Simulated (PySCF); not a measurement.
# Structure elucidation problem

An unknown has the formula C$_{4}$H$_{12}$B$_{2}$. Its calculated NMR data are:

1H NMR (400 MHz, computed): δ 7.72 (br, 2H), 7.49 (br, 1H), 3.90 (m, 2H), 1.70 (sext, J = 7.9 Hz, 2H), 1.31 (m, 2H), 1.08 (t, J = 8.2 Hz, 3H).

13C{1H} NMR (computed): δ 61.0 (CH2), 40.0 (CH2), 20.9 (CH2), 18.6 (CH3).

PySCF calculation with couplings computed with B3LYP/pcJ-1 (spin–dipole term only in couplings to heteroatoms), geometry: PBE0-D3(BJ)/def2-SVP and shielding tensors at CAM-B3LYP/pcSseg-1 (GIAO); no solvent model, a single conformation, non-relativistic, equivalent nuclei averaged.

Scale: 1H, 13C vs TMS (reference shieldings calculated alike).

Question: Deduce the structure.

Answer: 
- 4 carbon signals for 4 carbons: no two carbons are equivalent.
- Carbon types of the structure: 3 × CH2, 1 × CH3, leaving 3 H on heteroatoms.
- δC 61.0: sp3 CH2 bonded to 2 B.
- δC 40.0: sp3 CH2 bonded to B.
- δC 20.9: sp3 CH2; a saturated carbon with 2 carbon neighbours and no heteroatom attached.
- δC 18.6: methyl carbon; saturated and bonded to C and H only.
- δH 7.72: hydrogen on a boron bonded to C.
- δH 1.70: hydrogen on an sp3 CH2.
- δH 1.08: hydrogen on a methyl carbon; far from electronegative atoms and π systems.
- The protons at 1.70 and 1.08 share a coupling of 8.2 Hz (vicinal).

These data were computed for `BCBCCC`.

The data come from this structure; uniqueness wasn't tested.

Hydrogens on boron are broadened and split by 11B (spin 3/2, 80 %) and 10B (spin 3). A carbon bonded to boron is broadened by the quadrupolar boron nucleus and is often missing from a measured spectrum. Multiplet labels drop couplings under 1 Hz and merge nearly equal ones. Couplings among chemically equivalent protons are left out too, so labels in AA′BB′ or AA′XX′ sets are apparent multiplicities. Unscaled 3J(H,H) at this level run about 10 % above measured values. Shifts are as computed, not scaled to solution data. Of 1211 compounds with measured shifts, 218 miss one by over three times the rms of a fit or turn the order of signals round; such compounds aren't used in these exercises. Vicinal H,H couplings across rotating CH2–CH2 and CH–CH2 bonds are estimated from the computed gauche and anti values for equal rotamer populations, (2 J gauche + J anti)/3. Vicinal couplings across rotatable single bonds and in flexible rings belong to the one computed conformer; a conformer average would change them.
